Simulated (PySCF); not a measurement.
AuCl, SMILES [Cl][Au], multiplicity 1.

The structure is a stationary point at PBE-D3(BJ)/def2-TZVPD. The multiplicity is an assumed one; other spin states were not compared. The def2 effective core potentials stand for the cores of Au; spin–orbit coupling is left out.

These are B3LYP/def2-TZVPD (PySCF) values and carry that method's errors.

The molecule is in vacuum.

Computed frontier levels, gap, dipole moment and polarisability:
```json
{
  "highest_occupied_level": "-7.84 eV",
  "lowest_empty_level": "-4.19 eV",
  "orbital_gap": "3.65 eV",
  "dipole_moment": "3.68 D",
  "quadrupole, principal values (traceless, Buckingham form, about the centre of nuclear charge)": "-0.39, -0.39, 0.79 D·Å",
  "mean_static_polarisability": "45.7 bohr³ (6.77 Å³)",
  "polarisability_principal_values": "37.7, 37.7, 61.8 bohr³"
}
```
